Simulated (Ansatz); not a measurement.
Harmonic frequencies (cm⁻¹) at PBE0-D4/def2-TZVP from Ansatz: 70, 75, 89, 90, 122, 219, 246, 303, 464, 470, 568, 594, 840, 927, 933, 1101, 1173, 1194, 1472, 1484, 1500, 2214, 2230, 2251, 3000, 3070, 3106.

Each molecule was computed in one conformer, which needn't be the lowest.

Q: Which molecule is it?
A. `C[CH](C)[SbH2]`
B. `[SiH3][SbH][SiH3]`
C. `C[CH2][SbH2]`
D. `C[O][Sb]([F])[SiH3]`

A: D.
